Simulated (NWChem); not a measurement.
CH$_{6}$BClOSi; SMILES COB([SiH3])Cl

```xyz
11

B     -0.1602     0.1972    -0.0014
Cl    -0.1761     1.9762     0.0003
O     -1.3729    -0.3964    -0.0011
C     -1.5795    -1.8015     0.0008
H     -0.6258    -2.3719     0.0087
H     -2.1702    -2.0767     0.8976
H     -2.1582    -2.0816    -0.9023
Si     1.6350    -0.7794    -0.0001
H      2.7839     0.1883    -0.0258
H      1.7589    -1.6963    -1.1937
H      1.7755    -1.6520     1.2245
```
Atoms are numbered in this order, from 1.

All runs: NWChem. Medium grid unless said otherwise, to which SCAN and Minnesota functionals are sensitive. All runs use the structure optimised with PBE-D3(BJ)/def2-SVP. B3LYP is NWChem's, with the RPA form of VWN correlation.

For level B3LYP/def2-SVP:

| Quantity | Value |
|---|---|
| highest occupied level (eV) | -7.75 |
| orbital gap (eV) | 6.68 |
| dipole (D) | 2.45 |

Question: What are these values for level MN15-L/def2-SVP?

Answer: 
- highest occupied level (eV): -7.33
- orbital gap (eV): 5.71
- dipole (D): 2.59
